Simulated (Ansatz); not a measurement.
Ansatz (an electronic-structure program) input (wB97X/def2-TZVPD):

Ansatz 0.2 input:
```yaml
crystal:
  periodic: [false, false, false]
  atoms:
    - {symbol: C, position_ang: [0.57379855, -2.57949090, 0.70733179]}
    - {symbol: O, position_ang: [0.38916999, -1.27871775, 1.26055784]}
    - {symbol: Ge, position_ang: [0.27800481, 0.14166326, 0.21506634]}
    - {symbol: Br, position_ang: [-1.31014051, -0.20217079, -1.42191476]}
    - {symbol: O, position_ang: [-0.10808243, 1.49660539, 1.26374793]}
    - {symbol: C, position_ang: [-1.25515804, 1.44646994, 2.11229057]}
    - {symbol: O, position_ang: [1.78683239, 0.49121571, -0.61792086]}
    - {symbol: C, position_ang: [2.92961435, 0.86707930, 0.15670296]}
    - {symbol: H, position_ang: [1.49903949, -2.64195548, 0.12775931]}
    - {symbol: H, position_ang: [-0.26497491, -2.86305671, 0.06628529]}
    - {symbol: H, position_ang: [0.63210075, -3.27779884, 1.54196230]}
    - {symbol: H, position_ang: [-2.17747001, 1.38532041, 1.52793107]}
    - {symbol: H, position_ang: [-1.20728394, 0.59691117, 2.79727887]}
    - {symbol: H, position_ang: [-1.26557964, 2.37096946, 2.68886898]}
    - {symbol: H, position_ang: [3.75846033, 0.98582194, -0.54047588]}
    - {symbol: H, position_ang: [2.76142563, 1.81206026, 0.67777178]}
    - {symbol: H, position_ang: [3.19015697, 0.09730484, 0.88848068]}
basis:
  gaussian:
    orbitals: def2-TZVPD
hamiltonian:
  xc: {name: wB97X}
```

Output:

```
Functional definition: wB97X
integrals: 1.20 GiB planned
2396 factors; their error is unknown
integrals: 1.26 GiB planned
751 factors; integrals over basis functions are off by at most 3.3e-5 eV
0.77 GiB of the device are held for the grids
5.48 GiB of device memory are held for the factors and their scratch space
mean field: 5.20 GiB planned
mean field evaluation 1: about -135959.8829 eV, gradient 7.5e1 eV
mean field evaluation 2: about -135958.2963 eV, gradient 8.6e1 eV
mean field evaluation 4: about -135969.2312 eV, gradient 2.4e0 eV
mean field evaluation 8: about -135969.2453 eV, gradient 3.3e-1 eV
mean field evaluation 16: about -135969.5502 eV, gradient 1.2e-3 eV
mean field -135969.55018348 eV, -4996.7888057717 hartree, gradient 3.3e-5 eV, S^2 0.000000; 0 other end points of the search recorded, 0 dependent functions left out
reference -135969.55012218 eV, -4996.7888035189 hartree; 59, 59 occupied and 364, 364 virtual orbitals, 2396 factors
Total energy: -135969.55012218 eV, -4996.7888035189 hartree
```
